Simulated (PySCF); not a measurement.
**Fractional electron number in Ar⁺ (argon, charge +1)**

The 3p beta orbital of [Ne] 3s2 3p5 is emptied in steps (occupation f), with all orbitals relaxed, ending at [Ne] 3s2 3p4. All numbers are calculated (PySCF 2.14, no relativity, point nucleus, in def2-TZVPPD (6s6p4d1f, 51 functions)). The exact energy is a straight line in f; departures are measured from the line between the end points of the same method.

**Question.** Among UHF, LDA, PBE, PBE0, r2SCAN, LC-wPBE, BHandHLYP, wB97X, M06-2X, CAM-B3LYP, which shows the largest delocalisation error (convex curve), and which is closest to linear?

**Answer.** Most convex: LDA (-1.504 eV at f = 0.4); closest to linear: UHF (0.282 eV).

```csv
f,UHF (eV),LDA (eV),PBE (eV),PBE0 (eV),r2SCAN (eV),LC-wPBE (eV),BHandHLYP (eV),wB97X (eV),M06-2X (eV),CAM-B3LYP (eV)
1,0.000,0.000,0.000,0.000,0.000,0.000,0.000,0.000,0.000,0.000
0.8,0.197,-0.999,-0.967,-0.681,-0.903,-0.209,-0.407,-0.272,-0.433,-0.457
0.6,0.289,-1.502,-1.449,-1.019,-1.342,-0.309,-0.614,-0.406,-0.648,-0.687
0.4,0.282,-1.504,-1.444,-1.014,-1.323,-0.303,-0.617,-0.404,-0.643,-0.688
0.2,0.184,-1.003,-0.958,-0.672,-0.863,-0.196,-0.414,-0.269,-0.413,-0.460
0,0.000,0.000,0.000,0.000,0.000,0.000,0.000,0.000,0.000,0.000
```

```json
{"method": "UHF", "E(f=0) − E(f=1) (eV)": "26.362", "−ε at f=1 (eV)": "27.623", "−ε at f=0.4 (eV)": "26.096"}
{"method": "LDA", "E(f=0) − E(f=1) (eV)": "27.824", "−ε at f=1 (eV)": "21.599", "−ε at f=0.4 (eV)": "29.071"}
{"method": "PBE", "E(f=0) − E(f=1) (eV)": "27.602", "−ε at f=1 (eV)": "21.555", "−ε at f=0.4 (eV)": "28.835"}
{"method": "PBE0", "E(f=0) − E(f=1) (eV)": "27.610", "−ε at f=1 (eV)": "23.345", "−ε at f=0.4 (eV)": "28.484"}
{"method": "r2SCAN", "E(f=0) − E(f=1) (eV)": "27.664", "−ε at f=1 (eV)": "21.989", "−ε at f=0.4 (eV)": "28.881"}
{"method": "LC-wPBE", "E(f=0) − E(f=1) (eV)": "27.751", "−ε at f=1 (eV)": "26.432", "−ε at f=0.4 (eV)": "28.040"}
{"method": "BHandHLYP", "E(f=0) − E(f=1) (eV)": "27.534", "−ε at f=1 (eV)": "25.000", "−ε at f=0.4 (eV)": "28.030"}
{"method": "wB97X", "E(f=0) − E(f=1) (eV)": "27.621", "−ε at f=1 (eV)": "25.919", "−ε at f=0.4 (eV)": "27.967"}
{"method": "M06-2X", "E(f=0) − E(f=1) (eV)": "27.656", "−ε at f=1 (eV)": "24.946", "−ε at f=0.4 (eV)": "28.247"}
{"method": "CAM-B3LYP", "E(f=0) − E(f=1) (eV)": "27.716", "−ε at f=1 (eV)": "24.866", "−ε at f=0.4 (eV)": "28.283"}
```

Reference removal energy between the ground levels: 27.630 eV (measured; NIST Atomic Spectra Database, ionization energies). The calculation has no spin-orbit coupling. UHF lacks correlation.
